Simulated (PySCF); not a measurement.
Which determinant of ScP lies lowest?

Unrestricted PBE0; PySCF, no relativity, basis sets Sc def2-TZVPP, P def2-TZVPP. Outer shells of the fragments: Sc 3d1 4s2; P 3s2 3p3.

Followed along the bond (rough minima from three points):

```
2Ms+1  unpaired  ⟨S²⟩ at the start  R at minimum (Å)  Te (eV)
    3  σ ↑, π ↑               2.01              2.28     0.00
    1  σ ↓, π ↑               1.11              2.29     0.01
    3  π ↑, δ ↑               2.01              2.37     0.56
    1  π ↑, δ ↓               1.14              2.39     0.56
    3  π ↑, δ ↑               2.01              2.37     0.57
    1  π ↑, δ ↓               1.12              2.39     0.58
```

Solutions found at the starting distance of 2.385 Å, counted from the lowest of them; the search is not exhaustive and high or unbound solutions are not listed, so other states can lie among these:

```csv
2Ms+1,unpaired,term,E (eV),⟨S²⟩,⟨Lz²⟩,μ (D)
1,"σ ↓, π ↑",mixed,0.00,1.11,1.32,-5.60
1,none,¹Σ⁺,0.00,0.00,0.00,-7.53
3,"σ ↑, π ↑",mixed,0.01,2.01,1.37,-5.85
1,"π ↑, δ ↓",mixed,0.49,1.14,5.02,-7.06
3,"π ↑, δ ↑",mixed,0.49,2.01,5.03,-7.66
3,"π ↑, δ ↑",mixed,0.49,2.01,4.94,-7.57
1,"π ↑, δ ↓",mixed,0.50,1.12,4.94,-7.09
3,σ ↑↑,³Σ⁺,0.60,2.08,0.00,-5.09
5,"σ ↑, π ↑↑, δ ↑",⁵Δ,0.67,6.01,4.00,-3.16
1,"σ ↓, π ↑↑, δ ↓",mixed,0.76,2.02,4.00,-3.15
```

A term symbol is given only where ⟨S²⟩ and ⟨Lz²⟩ are close to those of a pure state; real π, δ and φ orbitals otherwise mix terms. A positive dipole means Sc(−)P(+).

With d or f electrons several states lie close, and the lowest PBE0 determinant need not be the measured ground state.
